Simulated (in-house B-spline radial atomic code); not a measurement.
RPA and G0W0 on BHandHLYP: Sb VI (Sb5+)

Configuration [Kr] 4d10, mean-field start BHandHLYP. Computed with an all-electron radial atomic-structure program (B-spline basis): all electrons, non-relativistic, point nucleus, each spin shell either full or empty, empty states to l = 9 with an (l + 1/2)⁻⁴ tail; G0W0 by contour deformation at full frequency.

Without relativity these are model numbers: it shifts the levels of so heavy an element strongly and can reorder them.

Command:
```bash
python run_gw.py task.json out
```
Settings (radii: box in bohr, nucleus in fm):
```
Z                        51
electrons                46
configuration            [Kr] 4d10
hamiltonian              nr
method                   bhandhlyp
lmax                     9
spin_polarised           False
box_radius               10.43
intervals                52
```

Run time, properties included: 1.6 s on 1 thread of Arm Neoverse V2 (shared host).

Energies (hartree):

```json
{"term": "mean-field total", "value": "-6310.69681"}
{"term": "Hartree-Fock functional on these orbitals", "value": "-6308.32142"}
{"term": "direct second order", "value": "-3.8407"}
{"term": "second-order exchange", "value": "1.0637"}
{"term": "SOSEX correction", "value": "1.0043"}
```

(1) What is the RPA correlation energy, and what remains with SOSEX?

Quasi-particle levels (eV):

```json
{"level": "4d", "occupied": "yes", "mean field": "-96.46", "Σx - vxc": "-4.89", "Σc": "?", "QP weight": "?", "G0W0": "?"}
{"level": "3d", "occupied": "yes", "mean field": "-601.85", "Σx - vxc": "-20.53", "Σc": "13.01", "QP weight": "0.900", "G0W0": "-609.37"}
{"level": "5s", "occupied": "no", "mean field": "-56.09", "Σx - vxc": "4.63", "Σc": "-1.76", "QP weight": "0.985", "G0W0": "-53.23"}
```

G0W0 = mean field + (Σx - vxc) + Σc, with Σc (partial-wave tail included) taken at the quasi-particle energy. Only the outer levels were computed. Levels of low weight are left out.

(2) Where does G0W0 put 4d?

Answers

(1) RPA gives -3.4548 hartree (-2.04 eV per electron); RPA + SOSEX gives -2.4505, and the second-order doubles -2.777 hartree (no singles). SOSEX takes back 29 % of the RPA value.

(2) At -101.36 eV, with Σc = 0.00 eV and a quasi-particle weight of 0.965. The tabulated removal energy is 99.51 ± 0.05 eV (NIST, measured); the calculation leaves out relativity, Breit and QED terms, and what these don't explain is the method's own error.
